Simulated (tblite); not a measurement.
A geometry optimisation, step by step.

Species: C₅H₁₁FSSi₂.
Numbering: `[CH3:1][SiH2:2][C:3]1=[CH:4][S:5][CH2:6][SiH2:7][C@@H:8]1[F:9]` (hydrogens: H10, H11, H12 on C1; H13, H14 on Si2; H15 on C4; H16, H17 on C6; H18, H19 on Si7; H20 on C8)

Computed with GFN2-xTB (tblite), gas phase: L-BFGS steps from a force-field or distance-geometry start until the largest atomic force falls under 0.01 eV/Å. 9 of its 152 geometries are shown.

Step 0: E = -753.4216 eV, largest atomic force 1.747 eV/Å
```
atom  x, y, z in Å  |  force x, y, z in eV/Å
C1     -3.125    0.640    0.129   -0.774   1.119   0.288
Si2    -1.978   -0.811   -0.006   -0.463  -1.187   0.611
C3     -0.279   -0.122   -0.214    0.689   0.683   0.207
C4      0.332   -0.100   -1.397    0.021  -0.315   0.656
S5      1.957    0.549   -1.655    0.136   0.312  -1.714
C6      3.085    0.304   -0.269    0.351   0.812   1.126
Si7     2.045   -0.523    1.037    0.200  -1.160   0.679
C8      0.449    0.477    0.968   -0.046  -0.272  -1.153
F9     -0.262    0.392    2.124   -0.422   0.317   0.348
H10    -4.116    0.372    0.581    0.954   0.375  -0.567
H11    -2.626    1.389    0.789   -0.664  -0.372  -0.523
H12    -3.268    1.092   -0.877   -0.126  -0.140   0.836
H13    -2.361   -1.703   -1.094    0.081  -0.058  -0.227
H14    -2.018   -1.596    1.239    0.070   0.009  -0.063
H15    -0.201   -0.526   -2.235    0.568   0.263  -0.285
H16     3.997   -0.267   -0.509   -0.586   0.513  -0.328
H17     3.339    1.328    0.143    0.095  -0.959  -0.747
H18     2.636   -0.543    2.355    0.161   0.067   0.235
H19     1.700   -1.861    0.539    0.084  -0.109   0.156
H20     0.688    1.520    0.709   -0.329   0.103   0.465
```

Step 19: E = -753.9706 eV, largest atomic force 0.153 eV/Å
```
atom  x, y, z in Å  |  force x, y, z in eV/Å
C1     -3.154    0.683    0.153    0.060  -0.095  -0.027
Si2    -1.962   -0.798    0.024   -0.146   0.018  -0.043
C3     -0.237   -0.076   -0.256   -0.091  -0.065   0.018
C4      0.378   -0.084   -1.436   -0.003   0.007   0.050
S5      1.994    0.507   -1.807    0.051  -0.076  -0.007
C6      2.997    0.290   -0.279   -0.004  -0.011  -0.060
Si7     2.067   -0.595    1.121   -0.068   0.012   0.049
C8      0.445    0.428    0.968    0.053  -0.033   0.062
F9     -0.403    0.327    2.066    0.100   0.000  -0.003
H10    -4.123    0.381    0.536    0.025  -0.010  -0.026
H11    -2.760    1.452    0.814   -0.017  -0.048  -0.011
H12    -3.305    1.131   -0.827   -0.017   0.026   0.035
H13    -2.281   -1.656   -1.131   -0.001   0.078   0.031
H14    -1.968   -1.617    1.241    0.008   0.026  -0.054
H15    -0.115   -0.448   -2.323    0.034   0.068  -0.002
H16     3.888   -0.242   -0.597    0.033  -0.064  -0.057
H17     3.306    1.288    0.023    0.014   0.066   0.034
H18     2.748   -0.465    2.405    0.017   0.096  -0.021
H19     1.802   -1.994    0.783   -0.013   0.007   0.013
H20     0.678    1.498    0.880   -0.035  -0.004   0.018
```

Step 38: E = -754.0143 eV, largest atomic force 0.081 eV/Å
```
atom  x, y, z in Å  |  force x, y, z in eV/Å
C1     -3.213    0.687    0.152    0.036  -0.021   0.006
Si2    -1.997   -0.759   -0.040    0.025  -0.003   0.000
C3     -0.240   -0.072   -0.237   -0.007   0.008   0.003
C4      0.373   -0.067   -1.420    0.010  -0.048   0.008
S5      2.025    0.348   -1.846   -0.008   0.007   0.018
C6      3.040    0.234   -0.322   -0.034  -0.002  -0.020
Si7     2.137   -0.546    1.159   -0.070   0.033   0.023
C8      0.462    0.379    1.003   -0.048   0.012   0.008
F9     -0.356    0.185    2.110    0.014  -0.046   0.037
H10    -4.189    0.333    0.474    0.035   0.020  -0.033
H11    -2.858    1.399    0.892   -0.033  -0.005  -0.006
H12    -3.340    1.215   -0.790   -0.010   0.006   0.052
H13    -2.312   -1.543   -1.245    0.024   0.056   0.007
H14    -2.023   -1.651    1.124    0.002   0.025  -0.017
H15    -0.161   -0.339   -2.317    0.019  -0.031  -0.004
H16     3.922   -0.331   -0.617   -0.015   0.014  -0.005
H17     3.357    1.251   -0.089    0.017  -0.029  -0.001
H18     2.848   -0.199    2.388    0.001  -0.004  -0.006
H19     1.891   -1.978    0.999    0.046   0.013  -0.018
H20     0.629    1.466    0.975   -0.004  -0.006  -0.050
```

Step 57: E = -754.0262 eV, largest atomic force 0.040 eV/Å
```
atom  x, y, z in Å  |  force x, y, z in eV/Å
C1     -3.224    0.702    0.176    0.022  -0.004   0.004
Si2    -2.013   -0.739   -0.067    0.005  -0.016   0.000
C3     -0.237   -0.102   -0.231   -0.006   0.018  -0.003
C4      0.385   -0.126   -1.408   -0.009   0.001  -0.006
S5      2.023    0.317   -1.850   -0.003  -0.007  -0.006
C6      3.054    0.229   -0.337    0.006   0.006  -0.022
Si7     2.155   -0.493    1.175    0.009   0.006  -0.008
C8      0.447    0.364    1.012    0.001   0.002   0.005
F9     -0.356    0.111    2.120    0.006   0.005   0.005
H10    -4.215    0.327    0.418    0.026   0.017  -0.006
H11    -2.909    1.353    0.986   -0.018   0.000  -0.004
H12    -3.309    1.300   -0.728    0.012   0.017   0.034
H13    -2.319   -1.436   -1.323   -0.012  -0.017  -0.003
H14    -2.070   -1.671    1.061   -0.009  -0.024   0.001
H15    -0.145   -0.431   -2.296    0.012   0.006  -0.027
H16     3.913   -0.370   -0.630    0.010  -0.021   0.023
H17     3.413    1.240   -0.147   -0.033   0.016   0.013
H18     2.856   -0.083    2.389   -0.003  -0.009   0.001
H19     1.980   -1.939    1.042    0.002   0.003   0.019
H20     0.567    1.457    0.997   -0.019   0.000  -0.020
```

Step 76: E = -754.0414 eV, largest atomic force 0.066 eV/Å
```
atom  x, y, z in Å  |  force x, y, z in eV/Å
C1     -3.143    0.729    0.268   -0.011   0.023   0.003
Si2    -2.036   -0.762   -0.122   -0.028  -0.003   0.006
C3     -0.243   -0.177   -0.285   -0.012  -0.006   0.006
C4      0.402   -0.232   -1.447   -0.016  -0.003  -0.005
S5      2.047    0.195   -1.877   -0.010  -0.014  -0.025
C6      3.042    0.248   -0.341   -0.005   0.005  -0.028
Si7     2.146   -0.417    1.197   -0.006  -0.010   0.004
C8      0.401    0.337    0.960   -0.017   0.023   0.020
F9     -0.411    0.058    2.057    0.000  -0.017   0.033
H10    -4.186    0.430    0.306    0.009   0.005  -0.006
H11    -2.893    1.169    1.229    0.016  -0.014  -0.011
H12    -3.047    1.505   -0.488   -0.006  -0.012   0.011
H13    -2.418   -1.361   -1.408    0.013   0.012  -0.015
H14    -2.124   -1.765    0.942    0.012  -0.017   0.002
H15    -0.113   -0.557   -2.338    0.016  -0.016  -0.023
H16     3.933   -0.329   -0.578    0.021  -0.002   0.032
H17     3.348    1.285   -0.204   -0.012   0.010  -0.001
H18     2.817    0.092    2.393   -0.020   0.011  -0.002
H19     2.032   -1.873    1.173    0.006  -0.020  -0.011
H20     0.441    1.434    0.921    0.048   0.044   0.009
```

Step 94: E = -754.0462 eV, largest atomic force 0.041 eV/Å
```
atom  x, y, z in Å  |  force x, y, z in eV/Å
C1     -3.108    0.742    0.320   -0.004   0.000   0.006
Si2    -2.050   -0.760   -0.159    0.002   0.024  -0.002
C3     -0.248   -0.197   -0.300   -0.005  -0.017  -0.024
C4      0.409   -0.301   -1.452    0.011  -0.006  -0.013
S5      2.067    0.063   -1.891   -0.017  -0.003   0.001
C6      3.029    0.258   -0.347    0.011   0.000   0.027
Si7     2.137   -0.386    1.203    0.029  -0.029   0.003
C8      0.383    0.336    0.945   -0.019  -0.004  -0.019
F9     -0.431    0.050    2.039   -0.004  -0.009   0.018
H10    -4.165    0.503    0.270   -0.002  -0.002   0.000
H11    -2.890    1.065    1.333    0.004  -0.001   0.002
H12    -2.925    1.583   -0.344   -0.017  -0.007  -0.004
H13    -2.441   -1.279   -1.476   -0.003   0.016  -0.009
H14    -2.146   -1.825    0.842   -0.004   0.001   0.020
H15    -0.102   -0.650   -2.337    0.013  -0.005   0.001
H16     3.957   -0.278   -0.536    0.005   0.006   0.014
H17     3.273    1.315   -0.254   -0.013   0.019  -0.018
H18     2.761    0.184    2.395    0.018  -0.013  -0.006
H19     2.072   -1.847    1.205   -0.010   0.017   0.006
H20     0.415    1.435    0.903    0.004   0.013  -0.003
```

Step 113: E = -754.0512 eV, largest atomic force 0.023 eV/Å
```
atom  x, y, z in Å  |  force x, y, z in eV/Å
C1     -3.110    0.756    0.351    0.003  -0.003   0.002
Si2    -2.056   -0.728   -0.187   -0.003   0.013   0.003
C3     -0.238   -0.211   -0.314    0.003  -0.010  -0.008
C4      0.435   -0.371   -1.451   -0.004   0.000   0.002
S5      2.107   -0.079   -1.881    0.012   0.005   0.012
C6      3.023    0.281   -0.340    0.015   0.002   0.002
Si7     2.144   -0.385    1.208    0.009   0.013  -0.015
C8      0.387    0.330    0.933   -0.004  -0.005   0.002
F9     -0.434    0.043    2.023   -0.002  -0.002   0.004
H10    -4.165    0.506    0.305   -0.009   0.005  -0.001
H11    -2.885    1.049    1.371    0.014   0.002   0.000
H12    -2.945    1.618   -0.289   -0.006   0.006  -0.008
H13    -2.459   -1.183   -1.524    0.004   0.001   0.002
H14    -2.174   -1.822    0.780    0.002  -0.009   0.004
H15    -0.072   -0.737   -2.331   -0.005   0.001  -0.005
H16     3.999   -0.177   -0.488   -0.011   0.013  -0.002
H17     3.165    1.361   -0.294   -0.008  -0.021  -0.003
H18     2.781    0.175    2.398   -0.012   0.000   0.001
H19     2.078   -1.844    1.199    0.006  -0.007   0.003
H20     0.414    1.429    0.888   -0.002  -0.005   0.001
```

Step 132: E = -754.0522 eV, largest atomic force 0.021 eV/Å
```
atom  x, y, z in Å  |  force x, y, z in eV/Å
C1     -3.109    0.767    0.347    0.005   0.004  -0.002
Si2    -2.061   -0.721   -0.190   -0.008  -0.002   0.003
C3     -0.238   -0.223   -0.316   -0.003   0.015   0.002
C4      0.436   -0.380   -1.453    0.003  -0.003   0.009
S5      2.113   -0.100   -1.875    0.007   0.007  -0.004
C6      3.022    0.290   -0.336    0.000   0.000  -0.016
Si7     2.150   -0.392    1.208    0.003   0.002   0.021
C8      0.388    0.310    0.933    0.004  -0.002   0.007
F9     -0.430    0.018    2.024   -0.001   0.001  -0.010
H10    -4.163    0.507    0.350    0.007   0.004  -0.001
H11    -2.848    1.092    1.350    0.008  -0.005  -0.012
H12    -2.979    1.613   -0.323   -0.001  -0.002   0.001
H13    -2.466   -1.178   -1.526   -0.001   0.004   0.003
H14    -2.182   -1.812    0.781   -0.004  -0.010   0.002
H15    -0.070   -0.738   -2.337    0.001   0.000   0.004
H16     4.008   -0.144   -0.484   -0.007   0.013   0.005
H17     3.136    1.374   -0.294    0.000  -0.013  -0.003
H18     2.763    0.170    2.411    0.004   0.000  -0.013
H19     2.110   -1.853    1.193   -0.003  -0.004  -0.001
H20     0.414    1.410    0.894   -0.014  -0.009   0.003
```

Step 151: E = -754.0535 eV, largest atomic force 0.010 eV/Å
```
atom  x, y, z in Å  |  force x, y, z in eV/Å
C1     -3.077    0.788    0.351    0.002   0.003   0.001
Si2    -2.073   -0.723   -0.208    0.001   0.006  -0.001
C3     -0.241   -0.253   -0.317    0.001   0.001   0.002
C4      0.440   -0.413   -1.450   -0.003   0.002   0.002
S5      2.118   -0.139   -1.870    0.000   0.001   0.005
C6      3.009    0.308   -0.338    0.007   0.004  -0.006
Si7     2.155   -0.377    1.214    0.003   0.005   0.008
C8      0.373    0.275    0.941    0.001   0.000   0.001
F9     -0.437   -0.062    2.026    0.001  -0.001  -0.003
H10    -4.135    0.550    0.394    0.000  -0.005  -0.003
H11    -2.775    1.117    1.340    0.001  -0.001   0.000
H12    -2.954    1.625   -0.333    0.004   0.003  -0.003
H13    -2.488   -1.142   -1.553    0.003  -0.003  -0.002
H14    -2.224   -1.828    0.742   -0.003  -0.003   0.004
H15    -0.064   -0.770   -2.335   -0.004  -0.001   0.002
H16     4.009   -0.096   -0.475   -0.005   0.004   0.000
H17     3.088    1.395   -0.315   -0.004  -0.005  -0.003
H18     2.761    0.218    2.404   -0.003  -0.003  -0.003
H19     2.151   -1.837    1.218   -0.002  -0.004  -0.002
H20     0.361    1.375    0.921    0.001  -0.002   0.000
```

Question: Summarise the path.

Answer: The energy falls by 60.96 kJ/mol from step 0 to step 151; nine tenths of that is first reached at step 25. It falls at every step. The largest force goes from 1.747 to 0.010 eV/Å. Among the bonds Si2–C3 changes most, from 1.845 to 1.894 Å; the atoms move by 0.502 Å rms after alignment.

Question: Follow the three bonds and two angles with the largest change from start to end.

Answer: 
```json
{"step": "0", "E above end (kJ/mol)": "60.96", "largest force (eV/Å)": "1.747", "Si2–C3 (Å)": "1.845", "C1–Si2 (Å)": "1.855", "C6–H17 (Å)": "1.132", "S5–C4–H15 (°)": "119.0", "S5–C6–H16 (°)": "114.9"}
{"step": "7", "E above end (kJ/mol)": "15.46", "largest force (eV/Å)": "0.299", "Si2–C3 (Å)": "1.896", "C1–Si2 (Å)": "1.898", "C6–H17 (Å)": "1.093", "S5–C4–H15 (°)": "111.1", "S5–C6–H16 (°)": "106.3"}
{"step": "13", "E above end (kJ/mol)": "10.66", "largest force (eV/Å)": "0.192", "Si2–C3 (Å)": "1.893", "C1–Si2 (Å)": "1.889", "C6–H17 (Å)": "1.093", "S5–C4–H15 (°)": "108.6", "S5–C6–H16 (°)": "103.7"}
{"step": "20", "E above end (kJ/mol)": "7.70", "largest force (eV/Å)": "0.119", "Si2–C3 (Å)": "1.892", "C1–Si2 (Å)": "1.903", "C6–H17 (Å)": "1.090", "S5–C4–H15 (°)": "111.2", "S5–C6–H16 (°)": "104.9"}
{"step": "26", "E above end (kJ/mol)": "5.67", "largest force (eV/Å)": "0.158", "Si2–C3 (Å)": "1.884", "C1–Si2 (Å)": "1.896", "C6–H17 (Å)": "1.091", "S5–C4–H15 (°)": "109.5", "S5–C6–H16 (°)": "104.3"}
{"step": "33", "E above end (kJ/mol)": "4.43", "largest force (eV/Å)": "0.089", "Si2–C3 (Å)": "1.892", "C1–Si2 (Å)": "1.896", "C6–H17 (Å)": "1.090", "S5–C4–H15 (°)": "109.0", "S5–C6–H16 (°)": "105.3"}
{"step": "39", "E above end (kJ/mol)": "3.68", "largest force (eV/Å)": "0.084", "Si2–C3 (Å)": "1.899", "C1–Si2 (Å)": "1.898", "C6–H17 (Å)": "1.092", "S5–C4–H15 (°)": "108.9", "S5–C6–H16 (°)": "104.7"}
{"step": "46", "E above end (kJ/mol)": "3.04", "largest force (eV/Å)": "0.079", "Si2–C3 (Å)": "1.892", "C1–Si2 (Å)": "1.900", "C6–H17 (Å)": "1.088", "S5–C4–H15 (°)": "108.5", "S5–C6–H16 (°)": "104.7"}
{"step": "53", "E above end (kJ/mol)": "2.78", "largest force (eV/Å)": "0.040", "Si2–C3 (Å)": "1.893", "C1–Si2 (Å)": "1.898", "C6–H17 (Å)": "1.090", "S5–C4–H15 (°)": "108.6", "S5–C6–H16 (°)": "104.7"}
{"step": "59", "E above end (kJ/mol)": "2.56", "largest force (eV/Å)": "0.056", "Si2–C3 (Å)": "1.895", "C1–Si2 (Å)": "1.897", "C6–H17 (Å)": "1.090", "S5–C4–H15 (°)": "108.7", "S5–C6–H16 (°)": "104.5"}
{"step": "66", "E above end (kJ/mol)": "2.05", "largest force (eV/Å)": "0.076", "Si2–C3 (Å)": "1.895", "C1–Si2 (Å)": "1.901", "C6–H17 (Å)": "1.089", "S5–C4–H15 (°)": "108.6", "S5–C6–H16 (°)": "104.8"}
{"step": "72", "E above end (kJ/mol)": "1.52", "largest force (eV/Å)": "0.072", "Si2–C3 (Å)": "1.894", "C1–Si2 (Å)": "1.898", "C6–H17 (Å)": "1.090", "S5–C4–H15 (°)": "108.0", "S5–C6–H16 (°)": "104.8"}
{"step": "79", "E above end (kJ/mol)": "1.05", "largest force (eV/Å)": "0.047", "Si2–C3 (Å)": "1.894", "C1–Si2 (Å)": "1.898", "C6–H17 (Å)": "1.091", "S5–C4–H15 (°)": "108.3", "S5–C6–H16 (°)": "104.4"}
{"step": "85", "E above end (kJ/mol)": "0.87", "largest force (eV/Å)": "0.026", "Si2–C3 (Å)": "1.893", "C1–Si2 (Å)": "1.897", "C6–H17 (Å)": "1.089", "S5–C4–H15 (°)": "108.0", "S5–C6–H16 (°)": "104.8"}
{"step": "92", "E above end (kJ/mol)": "0.73", "largest force (eV/Å)": "0.031", "Si2–C3 (Å)": "1.893", "C1–Si2 (Å)": "1.898", "C6–H17 (Å)": "1.090", "S5–C4–H15 (°)": "108.2", "S5–C6–H16 (°)": "104.4"}
{"step": "98", "E above end (kJ/mol)": "0.57", "largest force (eV/Å)": "0.054", "Si2–C3 (Å)": "1.891", "C1–Si2 (Å)": "1.897", "C6–H17 (Å)": "1.090", "S5–C4–H15 (°)": "107.9", "S5–C6–H16 (°)": "104.6"}
{"step": "105", "E above end (kJ/mol)": "0.30", "largest force (eV/Å)": "0.023", "Si2–C3 (Å)": "1.893", "C1–Si2 (Å)": "1.898", "C6–H17 (Å)": "1.090", "S5–C4–H15 (°)": "107.8", "S5–C6–H16 (°)": "104.5"}
{"step": "112", "E above end (kJ/mol)": "0.23", "largest force (eV/Å)": "0.022", "Si2–C3 (Å)": "1.894", "C1–Si2 (Å)": "1.898", "C6–H17 (Å)": "1.090", "S5–C4–H15 (°)": "107.7", "S5–C6–H16 (°)": "104.6"}
{"step": "118", "E above end (kJ/mol)": "0.20", "largest force (eV/Å)": "0.018", "Si2–C3 (Å)": "1.894", "C1–Si2 (Å)": "1.897", "C6–H17 (Å)": "1.089", "S5–C4–H15 (°)": "107.7", "S5–C6–H16 (°)": "104.7"}
{"step": "125", "E above end (kJ/mol)": "0.15", "largest force (eV/Å)": "0.024", "Si2–C3 (Å)": "1.894", "C1–Si2 (Å)": "1.898", "C6–H17 (Å)": "1.090", "S5–C4–H15 (°)": "107.7", "S5–C6–H16 (°)": "104.6"}
{"step": "131", "E above end (kJ/mol)": "0.13", "largest force (eV/Å)": "0.016", "Si2–C3 (Å)": "1.893", "C1–Si2 (Å)": "1.898", "C6–H17 (Å)": "1.090", "S5–C4–H15 (°)": "107.8", "S5–C6–H16 (°)": "104.6"}
{"step": "138", "E above end (kJ/mol)": "0.07", "largest force (eV/Å)": "0.019", "Si2–C3 (Å)": "1.894", "C1–Si2 (Å)": "1.898", "C6–H17 (Å)": "1.090", "S5–C4–H15 (°)": "107.5", "S5–C6–H16 (°)": "104.5"}
{"step": "144", "E above end (kJ/mol)": "0.02", "largest force (eV/Å)": "0.022", "Si2–C3 (Å)": "1.894", "C1–Si2 (Å)": "1.897", "C6–H17 (Å)": "1.090", "S5–C4–H15 (°)": "107.7", "S5–C6–H16 (°)": "104.6"}
{"step": "151", "E above end (kJ/mol)": "0.00", "largest force (eV/Å)": "0.010", "Si2–C3 (Å)": "1.894", "C1–Si2 (Å)": "1.898", "C6–H17 (Å)": "1.090", "S5–C4–H15 (°)": "107.6", "S5–C6–H16 (°)": "104.6"}
```

The cost below is that of the whole relaxation. On one thread, Arm Neoverse N1 (aarch64) (shared host), this took 3.0 s wall.
